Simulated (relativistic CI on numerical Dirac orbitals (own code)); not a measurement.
## Radial parameters of Pb LIX

Calculated at this level of theory: Dirac-Coulomb-Breit CI, orbitals from a KLI potential per configuration, model QED, unscaled Slater integrals (own radial code, finite nucleus).

Slater integrals F^k, G^k are unscaled and averaged over j, outside the closed core [Ne]; ζ comes from projecting the Hamiltonian with its Breit term on Σ l·s of the shell.

- 3s2.3p6.3d6: F^2(3d,3d) = 679400, F^4(3d,3d) = 438870, ζ(3d) = 370840 cm⁻¹; <r>(3d) = 0.1504, <r^2>(3d) = 0.0262 (bohr units).
- 3s2.3p5.3d7: ζ(3p) = 2.8681e+06, F^2(3d,3d) = 678570, F^4(3d,3d) = 438310, F^2(3p,3d) = 588480, G^1(3p,3d) = 625680, G^3(3p,3d) = 417470, ζ(3d) = 368330 cm⁻¹; <r>(3p) = 0.1671, <r^2>(3p) = 0.03243, <r>(3d) = 0.1505, <r^2>(3d) = 0.02625 (bohr units).
- 3s2.3p4.3d8: F^2(3p,3p) = 581910, ζ(3p) = 2.8669e+06, F^2(3d,3d) = 677720, F^4(3d,3d) = 437730, F^2(3p,3d) = 588090, G^1(3p,3d) = 625710, G^3(3p,3d) = 417360, ζ(3d) = 365820 cm⁻¹; <r>(3p) = 0.1672, <r^2>(3p) = 0.03248, <r>(3d) = 0.1507, <r^2>(3d) = 0.02631 (bohr units).

**Question.** Give the Racah parameters of the d shell in 3s2.3p6.3d6.

**Answer.** B = F²/49 − 5F⁴/441 = 8889 cm⁻¹ and C = 35F⁴/441 = 34831 cm⁻¹.

Averages of the first 10 configurations, taken without configuration mixing, which lowers the lowest level and can move excited configurations by several eV; other configurations of the list can lie among them:

| Configuration | Parity | States | Average energy above the lowest level (eV) |
| --- | --- | --- | --- |
| 3s2.3p6.3d6 | even | 210 | 195.8 |
| 3s2.3p5.3d7 | odd | 720 | 837.7 |
| 3s2.3p4.3d8 | even | 675 | 1489.2 |
| 3s.3p6.3d7 | even | 240 | 1468.8 |
| 3p6.3d8 | even | 45 | 2754.5 |
| 3s.3p5.3d8 | odd | 540 | 2108.9 |
| 3s2.3p6.3d5.4s | even | 504 | 2526.0 |
| 3s2.3p6.3d5.4p | odd | 1512 | 2766.5 |
| 3s2.3p4.3d7.4s | even | 3600 | 3797.1 |
| 3s2.3p6.3d5.4d | even | 2520 | 3015.0 |
